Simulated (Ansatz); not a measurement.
`BBCBI` + H–F → `BB` + `FCBI`  (formal exchange of groups at a B–C bond)

Program: Ansatz. Geometries: PBE0-D4/def2-TZVP. ΔE: electronic, gas phase. CCSD(T)/CBS is the MP2 limit (def2-TZVPP, def2-QZVPP) plus CCSD(T) − MP2 in def2-TZVPP, frozen cores. This one scheme is used for every species. DFT in def2-TZVPP. HSE06 is defined as in plane-wave codes. Elements past krypton have def2 core potentials. For I outer-core shells are correlated without core-valence functions, which leaves a few kJ/mol of doubt a bond. One conformer a species, not always the lowest.

`BBCBI`:

Z-matrix (Å, degrees):
```
C
B 1 1.577
B 1 1.539 2 104.7
H 1 1.089 2 114.7 3 128.5
H 1 1.103 2 102.3 3 -111.1
B 2 1.639 1 123.4 3 -126.7
H 2 1.205 1 117.0 3 52.8
I 3 2.126 1 121.1 2 102.1
H 3 1.190 1 123.3 2 -74.1
H 6 1.199 2 122.4 1 -90.4
H 6 1.200 2 121.4 1 89.6
```

H–F:

```xyz
2

F    -0.204    0.399   -0.103
H     0.204   -0.399    0.103
```

`BB`:

Cartesian coordinates in Å:
```
B -0.425 -0.693 0.040
B 0.424 0.693 -0.041
H -1.624 -0.714 -0.025
H 0.109 -1.760 0.169
H 0.815 1.144 -1.083
H 0.701 1.330 0.939
```

`FCBI`:

Cartesian coordinates in Å:
```
F -1.360 -0.445 -0.992
C -0.564 -0.446 0.134
B 0.710 0.440 0.084
I 1.217 1.586 -1.600
H -1.176 -0.132 0.995
H -0.263 -1.483 0.350
H 1.437 0.480 1.028
```

(1) Is it downhill or uphill in electronic energy at CCSD(T)/CBS, and by how much? (Estimate.)

(2) What do these levels give: revPBE-D4, r2SCAN-D4, PBE0-D4, r2SCANh-D4, B2PLYP, BLYP, HSE06, HF/def2-SVP, CCSD/def2-SVP, CCSD(T)/def2-SVP, CCSD(T)/def2-TZVPP, CCSD/CBS(def2)? (An estimate is asked.)

(3) What do rigid-rotor, harmonic-oscillator terms from PBE0-D4/def2-TZVP frequencies (298.15 K, 1 bar) make of the CCSD(T)/CBS value? (An estimate is asked.)

Largest T1 diagnostic among the species: 0.012.

Answers

(1) Computed: Uphill: ΔE = +129.4 kJ/mol.

(2) Ansatz gave: revPBE-D4 119.9, r2SCAN-D4 116.5, PBE0-D4 122.1, r2SCANh-D4 118.5, B2PLYP 113.0, BLYP 95.6, HSE06 117.4, HF/def2-SVP 87.2, CCSD/def2-SVP 110.1, CCSD(T)/def2-SVP 113.1, CCSD(T)/def2-TZVPP 124.6, CCSD/CBS(def2) 125.2 kJ/mol.

(3) Ansatz gave: ΔZPE = -1.5 kJ/mol, ΔH = +125.0 kJ/mol, ΔS = 0 J/(mol·K), ΔG = +124.9 kJ/mol. Modes under 50 cm⁻¹ make the entropy rough.

The D4 term adds +8.7 kJ/mol with B3LYP and +5.1 kJ/mol with PBE0; it sums over pairs of atoms, weighted by their polarisabilities, and B3LYP, whose exchange is more repulsive, gets the larger term. From r2SCAN to r2SCAN0 (25 % exact exchange), in def2-TZVPP and without D4, ΔE moves by +4.2 kJ/mol. Leaving LDA and LC-ωPBE aside and taking each functional with its dispersion term where it has one, the values, not all of them listed here, spread over 21.7 kJ/mol, from BLYP-D4 to PBE-QIDH. LDA lies +9.4 kJ/mol from PBE without D4.

B3LYP here is the variant with VWN-RPA as its local correlation; programs differ in this.
